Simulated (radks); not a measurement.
Q: Ta3+, 70 electrons, occupied as [Xe] 4f14 5d2 (the NIST ground configuration). All-electron calculation, Dirac Kohn-Sham, LDA (Slater exchange, Perdew-Wang correlation), spin-unpolarised, spherical densities, finite nucleus; open shells fill j = l - 1/2 first; Fermi nuclear charge, rms radius 5.3507 fm. Program: a radial shooting solver on a logarithmic mesh with Libxc functionals.

Spin-orbit splittings of the eigenvalues, e(l+1/2) - e(l-1/2), with zeta = 2 splitting/(2l+1) and mean radii in bohr:

shell  occ.  splitting (eV)  zeta (eV)  <r> j=l-1/2  <r> j=l+1/2
2p        6            1269      845.8      0.06489      0.07273
3p        6           273.1      182.0       0.1944       0.2090
3d       10           59.53      23.81       0.1830       0.1875
4p        6           63.10      42.07       0.4646       0.4979
4d       10           11.59      4.638       0.5167       0.5282
4f       14           1.990     0.5684       0.6320       0.6426
5p        6           9.005      6.004        1.209        1.310
5d        2               ?          ?        1.817        1.863
6p        0           1.413     0.9417        3.077        3.266

Estimate the 5d splitting.

A: 0.8235 eV (zeta = 0.3294 eV).
